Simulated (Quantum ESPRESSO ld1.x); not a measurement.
Results of a calculation; reference values are marked as such.
Trend from Rb3+ to Xe3+: ionisation energy by Delta-SCF between NIST ground configurations, and size. Level of theory: scalar-relativistic Kohn-Sham, BLYP, spin-unpolarised, spherical densities, point nucleus (ld1.x of Quantum ESPRESSO 7.5).

species,configuration,IE (eV),NIST (eV),kind,-e(HOMO) (eV),outermost,<r> outermost (bohr)
Rb3+,[Ar] 3d10 4s2 4p4,53.428,52.2,semi-emp.,46.586 (4p),4p,1.57
Sr3+,[Ar] 3d10 4s2 4p5,57.149,56.280,semi-emp.,49.988 (4p),4p,1.49
Zr3+,[Kr] 4d1,34.148,34.418,exp.,28.130 (4d),4d,1.85
Nb3+,[Kr] 4d2,36.809,37.61,exp.,30.506 (4d),4d,1.72
Mo3+,[Kr] 4d3,39.392,40.3,semi-emp.,32.805 (4d),4d,1.62
Tc3+,[Kr] 4d4,41.913,41,theory,35.044 (4d),4d,1.53
Ru3+,[Kr] 4d5,44.383,45,theory,37.236 (4d),4d,1.44
Rh3+,[Kr] 4d6,46.812,42,theory,39.390 (4d),4d,1.37
Pd3+,[Kr] 4d7,49.208,46,theory,41.515 (4d),4d,1.31
Ag3+,[Kr] 4d8,51.575,49,theory,43.615 (4d),4d,1.25
Cd3+,[Kr] 4d9,53.919,51,theory,45.695 (4d),4d,1.20
In3+,[Kr] 4d10,56.244,55.45,exp.,47.758 (4d),4d,1.15
Sn3+,[Kr] 4d10 5s1,41.377,40.74,exp.,36.144 (5s),5s,2.12
Sb3+,[Kr] 4d10 5s2,44.441,43.80,exp.,38.992 (5s),5s,2.02
Te3+,[Kr] 4d10 5s2 5p1,36.564,37.416,exp.,31.621 (5p),5p,2.24
I3+,[Kr] 4d10 5s2 5p2,39.403,40.36,exp.,34.223 (5p),5p,2.12
Xe3+,[Kr] 4d10 5s2 5p3,42.216,42.2,exp.,36.804 (5p),5p,2.01

Reference values: NIST Atomic Spectra Database (exp. = measured, semi-emp. = semi-empirical, theory = theoretical value adopted there). Spin polarisation and multiplet splitting are left out, so open shells lie too high by an amount that depends on their filling. Spin-orbit splitting is averaged out at the scalar-relativistic level.

Beside tabulated values, note that spin-unpolarised runs miss the spin-polarisation part of the exchange energy of open shells.
